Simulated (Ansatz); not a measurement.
`[AlH2][SiH2][SiH]1C[SiH2]1`, relaxed with RKS PBE-D4/def2-SVP in Ansatz 0.2.0 from a rough embedded geometry. The force threshold is 0.03 eV/Å; the program also tests the step.

Total charge 0; spin multiplicity 1.

Start:

```xyz
14

Al    2.190    1.077   -0.488
Si   -0.047    1.861   -0.202
Si   -1.394    0.194    0.402
C    -0.488   -1.345    1.087
Si   -0.817   -1.796   -0.626
H     3.317    2.199   -0.948
H     2.577   -0.415   -0.295
H    -0.070    2.868    0.807
H    -0.490    2.436   -1.463
H    -2.792    0.298    0.674
H    -1.101   -1.840    1.881
H     0.582   -1.115    1.369
H     0.405   -1.677   -1.450
H    -1.873   -2.743   -0.747
```

```csv
step,energy (eV),largest force (eV/Å),largest move (Å)
1,-31383.4595,1.787,0.000
2,-31384.0233,0.913,0.195
3,-31384.0781,0.430,0.200
4 (rejected),-31384.0724,0.352,0.128
5,-31384.1068,0.040,0.062
6,-31384.1108,0.019,0.100
7,-31384.1134,0.073,0.144
8,-31384.1143,0.070,0.047
9,-31384.1170,0.150,0.195
10 (rejected),-31384.1167,0.241,0.137
11,-31384.1196,0.090,0.067
12,-31384.1220,0.045,0.097
13,-31384.1258,0.093,0.146
14,-31384.1292,0.197,0.195
15,-31384.1327,0.201,0.108
16,-31384.1418,0.197,0.198
17,-31384.1525,0.205,0.196
18,-31384.1729,0.182,0.195
19,-31384.2117,0.195,0.196
20,-31384.2654,0.268,0.193
21 (rejected),-31384.2582,0.527,0.193
22,-31384.2929,0.127,0.096
23,-31384.3063,0.076,0.097
24,-31384.3081,0.029,0.043
```

End:

```xyz
14

Al    1.893    0.587   -0.732
Si   -0.018    1.996   -0.003
Si   -1.541    0.277    0.387
C    -0.627   -1.227    1.191
Si   -0.506   -1.446   -0.696
H     2.440    0.725   -2.231
H     2.758   -0.126    0.416
H     0.213    2.834    1.235
H    -0.588    2.891   -1.075
H    -3.030    0.329    0.591
H    -1.310   -1.967    1.653
H     0.267   -1.060    1.820
H     0.889   -1.048   -1.231
H    -0.841   -2.765   -1.326
```

Hardware: 4 threads of an AMD EPYC 9R14 on a shared host. Wall time 40 s, peak host memory 0.23 GiB.
